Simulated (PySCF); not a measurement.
# RuS₃⁺: from structure and modes to constants

All numbers come from PySCF, UPBE0, basis Ru def2-SVP with ECP28, S def2-SVP (scalar-relativistic core potentials, no spin–orbit coupling, density fitting).

The doublet minimum has C3v symmetry. Masses (u): Ru 101.90435, S 31.97207.

```xyz
4
charge 1 multiplicity 2, angstrom
Ru    0.0000    0.0000   -0.2712
S     1.9701    0.0000    0.2888
S    -0.9850    1.7061    0.2888
S    -0.9851   -1.7061    0.2888
```

Harmonic wavenumbers (cm⁻¹): 149.7 (a1, ×1), 193.4 (e, ×2), 541.3 (a1, ×1), 554.8 (e, ×2).

(1) What is the harmonic zero-point energy?

(2) Give the standard entropy (298.15 K, 1 bar) by its translational, rotational, vibrational and spin parts, and Cp.

## Answers

(1) Half the sum of all 6 wavenumbers, 2187/2 = 1094 cm⁻¹, which is 13.1 kJ/mol (1 cm⁻¹ = 0.0119627 kJ/mol).

(2) Sackur–Tetrode with M = 197.82 u gives 174.8; rotation with symmetry number 3 gives 108.1; vibration 36.4; spin R ln 2 = 5.8. The total is 325.1 J/(mol K), and Cp = 4 R + 37.7 = 71.0 J/(mol K).

Only a few start shapes were tried, so a lower isomer may exist. Open d and f shells are described by one determinant, and the ground state may have another occupation or spin.
